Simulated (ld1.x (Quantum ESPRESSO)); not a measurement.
Which change was made? (Pt, TM)

```
Element                 : Pt (Z = 78)
Generator               : ld1.x (Quantum ESPRESSO) 7.5
Type                    : norm-conserving Troullier–Martins (Kleinman–Bylander form)
Functional              : LDA (PZ)
Relativity              : scalar-relativistic
Frozen core             : [Xe]
Valence charge          : 24
Reference configuration : 4f14 5d9 6s0 6p0 (charge +1)
Partial waves           : 6s (bound, empty): rc 1.90 bohr; 6p (bound, empty): rc 2.35 bohr; 5d (bound): rc 1.45 bohr; 4f (bound): rc 0.50 bohr
Local potential         : the f channel
Core correction         : none
```

Cutoffs, loose and tight: the cutoffs (Ry, on a coarse ladder) from which the occupation-weighted sum of valence levels, in a spherical-Bessel basis at the reference potential, stays within 10 and 1 mRy of its value at 400 Ry. They do not see the model core or the augmentation charge, which bear on the density cutoff. Test errors are all-electron minus pseudo excitation energies from the reference, over the configurations 4f14 5d9 6s1 6p0; 4f14 5d8 6s0 6p0; 4f14 5d7 6s0 6p0; 4f13 5d9 6s1 6p0; 4f14 5d8 6s1 6p1; 4f13 5d10 6s1 6p0; 4f14 5d9.5 6s0.5 6p0 (two spin-polarised tests are not counted in the largest error); variants that change the core or the reference have their own tests. The largest error is taken over the tests solved by every variant that gives reliable tests at all, those not shown here included: 4f14 5d7 6s0 6p0; 4f14 5d8 6s0 6p0; 4f14 5d9.5 6s0.5 6p0.

The base gives: outcome: generated; bound ghosts: d; largest test error (meV): -69.

(1) After one change the result is: outcome: generated; cutoff, loose: 120 Ry; cutoff, tight: 200 Ry; bound ghosts: s; largest test error (meV): -77 over the solved tests; 1 of 9 tests not solved or not reliable. Which change was it?
A. reference 4f14 5d9 6s1 6p0
B. wave 4f (bound): rc 0.50 bohr becomes 4f (bound): rc 0.36 bohr
C. core [Kr] 4d10 4f14 5s2, valence charge 16; reference 5p6 5d9 6s1 6p0; waves now 6s (bound): rc 1.75 bohr; 5d (bound): rc 1.50 bohr; 5p (bound): rc 1.20 bohr; local potential the p channel; core correction Bessel-smoothed model core inside 1.20 bohr

Results:

(1) C. The others give: reference 4f14 5d9 6s1 6p0 → outcome: generated; bound ghosts: s, d; largest test error (meV): -19 over the solved tests; 2 of 9 tests not solved or not reliable | wave 4f (bound): rc 0.50 bohr becomes 4f (bound): rc 0.36 bohr → outcome: generated, misses its reference levels by 0.32 eV; bound ghosts: d; largest test error (meV): -64.
